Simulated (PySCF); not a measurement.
PySCF input file for Si(F)2(H)(NCO) (CHF₂NOSi), SMILES O=C=N[SiH](F)F, B3LYP-D3(BJ)/def2-SVP. Geometry: B3LYP-D3(BJ)/def2-SVP. This is a generated structure with no PubChem entry under its InChIKey; it may be hypothetical. Other conformers were not sampled.

```python
import numpy as np
from pyscf import gto, scf, dft, df
from pyscf.hessian import thermo

mol = gto.M(
    atom='''
    Si   -0.92512266   -0.36351271    0.00000000
    F    -1.53119698    0.37369403    1.29465980
    F    -1.53119698    0.37369403   -1.29465980
    N     0.75934313   -0.17346635   -0.00000000
    C     1.94838084    0.00410906   -0.00000000
    O     3.10352209    0.16597187    0.00000000
    H    -1.32060075   -1.77547946    0.00000001
    ''',
    basis='def2-SVP',
    charge=0,
    spin=0,
    max_memory=1600,
    verbose=3,
)
mf = dft.RKS(mol, xc='b3lyp').density_fit(auxbasis='def2-universal-jkfit')
mf.disp = 'd3bj'
mf.grids.level = 3
mf.conv_tol = 1e-11
mf.max_cycle = 100
mf.kernel()

# [left out here: the lines that compute and print the analytic Hessian (its translational invariance restored by hand, since the grid's response is missing), thermochemistry and intensities]
```

Program output:

```
converged SCF energy = -657.681357724459

WARN: DFTD3 does not support analytical Hessian, using finite difference


WARN: Mole.unit (angstrom) is changed to Bohr

Mode                                 0                   1                   2
Irrep
Freq [cm^-1]                       53.4986             60.9009            281.2186
Reduced mass [au]                  16.1888             11.2330             15.2821
Force const [Dyne/A]                0.0273              0.0245              0.7121
Char temp [K]                      76.9726             87.6228            404.6109
Normal mode                   x     y     z       x     y     z       x     y     z
       0  Si                -0.00 -0.00  0.02   -0.02 -0.02 -0.00    0.04 -0.01 -0.00
       1   F                -0.10 -0.02 -0.01    0.05  0.04  0.00   -0.10  0.03 -0.09
       2   F                 0.10  0.02 -0.01    0.05  0.04 -0.00   -0.10  0.03  0.09
       3   N                -0.00 -0.00  0.15   -0.00 -0.19 -0.00    0.06 -0.07  0.00
       4   C                -0.00 -0.00 -0.00   -0.03 -0.02  0.00    0.06 -0.02  0.00
       5   O                -0.00  0.00 -0.13   -0.05  0.12  0.00    0.06  0.02 -0.00
       6   H                -0.00  0.00 -0.03   -0.16  0.02  0.00    0.10 -0.03 -0.00
Mode                                 3                   4                   5
Irrep
Freq [cm^-1]                      289.7705            388.9528            618.4595
Reduced mass [au]                  13.0901             15.9684             12.6881
Force const [Dyne/A]                0.6476              1.4233              2.8594
Char temp [K]                     416.9153            559.6165            889.8256
Normal mode                   x     y     z       x     y     z       x     y     z
       0  Si                -0.00  0.00 -0.06   -0.00 -0.11  0.00   -0.00 -0.00  0.00
       1   F                 0.10  0.00 -0.02    0.05  0.05 -0.08   -0.00 -0.00  0.00
       2   F                -0.10 -0.00 -0.02    0.05  0.05  0.08   -0.00 -0.00 -0.00
       3   N                -0.00  0.00  0.17   -0.05  0.09 -0.00    0.02 -0.10  0.00
       4   C                -0.00  0.00  0.07   -0.05  0.03  0.00   -0.03  0.24 -0.00
       5   O                -0.00 -0.00 -0.03   -0.04 -0.02 -0.00    0.02 -0.10  0.00
       6   H                -0.00  0.00 -0.13    0.01 -0.11 -0.00   -0.02  0.00  0.00
Mode                                 6                   7                   8
Irrep
Freq [cm^-1]                      621.8834            625.9148            839.2107
Reduced mass [au]                  12.7125              8.9727              1.4139
Force const [Dyne/A]                2.8967              2.0711              0.5867
Char temp [K]                     894.7518            900.5521           1207.4374
Normal mode                   x     y     z       x     y     z       x     y     z
       0  Si                -0.00 -0.00 -0.00   -0.12 -0.06  0.00    0.01  0.04 -0.00
       1   F                -0.00 -0.00  0.00   -0.01  0.02  0.03    0.02 -0.05 -0.06
       2   F                 0.00  0.00  0.00   -0.01  0.02 -0.03    0.02 -0.05  0.06
       3   N                 0.00  0.00 -0.10    0.05  0.03  0.00   -0.00  0.02 -0.00
       4   C                 0.00  0.00  0.24    0.09  0.01 -0.00    0.00  0.01 -0.00
       5   O                 0.00  0.00 -0.10    0.12  0.02  0.00    0.00 -0.00 -0.00
       6   H                -0.00 -0.00  0.01   -0.25 -0.02 -0.00   -0.79  0.26 -0.00
Mode                                 9                  10                  11
Irrep
Freq [cm^-1]                      841.7427            908.9327            988.3784
Reduced mass [au]                   1.1780              4.4564              8.5667
Force const [Dyne/A]                0.4918              2.1692              4.9307
Char temp [K]                    1211.0804           1307.7518           1422.0564
Normal mode                   x     y     z       x     y     z       x     y     z
       0  Si                -0.00 -0.00 -0.01   -0.10  0.07 -0.00   -0.00  0.00  0.13
       1   F                -0.02  0.05  0.04    0.05 -0.05 -0.08    0.04 -0.04 -0.09
       2   F                 0.02 -0.05  0.04    0.05 -0.05  0.08   -0.04  0.04 -0.09
       3   N                 0.00 -0.00 -0.01    0.00 -0.02 -0.00    0.00 -0.00 -0.01
       4   C                -0.00 -0.00 -0.00    0.01 -0.00  0.00    0.00 -0.00 -0.00
       5   O                -0.00 -0.00  0.00    0.03  0.00 -0.00    0.00  0.00  0.00
       6   H                 0.00 -0.00 -0.92    0.43 -0.07 -0.00    0.00  0.00 -0.28
Mode                                12                  13                  14
Irrep
Freq [cm^-1]                     1551.7146           2360.9161           2462.6802
Reduced mass [au]                  14.7896              1.0469             12.0657
Force const [Dyne/A]               20.9812              3.4380             43.1140
Char temp [K]                    2232.5719           3396.8326           3543.2485
Normal mode                   x     y     z       x     y     z       x     y     z
       0  Si                 0.03  0.00  0.00   -0.01 -0.03 -0.00   -0.00  0.00  0.00
       1   F                 0.00  0.00  0.00   -0.00 -0.00  0.00   -0.00  0.00  0.00
       2   F                 0.00  0.00 -0.00   -0.00 -0.00 -0.00   -0.00  0.00 -0.00
       3   N                -0.20 -0.03 -0.00    0.01  0.00 -0.00    0.11  0.02 -0.00
       4   C                -0.04 -0.00 -0.00   -0.02 -0.00 -0.00   -0.24 -0.03  0.00
       5   O                 0.15  0.02  0.00    0.01  0.00  0.00    0.09  0.01 -0.00
       6   H                 0.01  0.01 -0.00    0.26  0.94  0.00   -0.03 -0.06 -0.00
temperature 298.1500 [K]
pressure 101325.00 [Pa]
Rotational constants [GHz] 6.59317 1.50579 1.30809
Symmetry number 1
Zero-point energy (ZPE) 0.02938 [Eh]   77124.292 [J/mol]
                           tot       elec      trans        rot        vib
Entropy [J/mol/K]       345.334      0.000    167.267    115.503     62.564
Cv [J/mol/K]             83.177      0.000     12.472     12.472     58.233
Cp [J/mol/K]             91.491      0.000     20.786     12.472     58.233
Internal energy [J/mol]                      3718.434   3718.434  86344.545
Internal energy [Eh]   -657.64564  -657.68136
Enthalpy [J/mol]                             6197.391   3718.434  86344.545
Enthalpy [Eh]          -657.64469
Gibbs free energy [J/mol]                  -43673.287 -30718.898  67691.186
Gibbs free energy [Eh] -657.68391
static polarisability / bohr^3: [[55.038  4.669 -0.   ]
 [ 4.668 25.425 -0.   ]
 [ 0.     0.    23.98 ]]
largest difference of analytic and finite-field dipole derivatives / e: 0.0014207527399325848
mode   freq/cm-1   IR/(km/mol)   Raman/(A^4/amu)   depolarisation
   1       53.50         0.005             2.049            0.750
   2       60.90         0.633             2.024            0.744
   3      281.22        16.757             0.654            0.603
   4      289.77         8.527             0.056            0.750
   5      388.95        55.014             1.025            0.575
   6      618.46        36.215             0.203            0.717
   7      621.88        36.341             0.191            0.750
   8      625.91       128.302             7.997            0.176
   9      839.21        62.764             8.375            0.694
  10      841.74        20.316             9.684            0.750
  11      908.93       356.057             3.980            0.210
  12      988.38       232.698             0.722            0.750
  13     1551.71        70.447            21.533            0.239
  14     2360.92       120.021           110.829            0.173
  15     2462.68      1406.126             0.083            0.450
max |gradient| / (hartree/bohr): 0.00012589451043989392
APT charges: [ 2.3008 -0.652  -0.652  -1.3236  1.3505 -0.7527 -0.2709]
```

The calculation finished and met its thresholds.
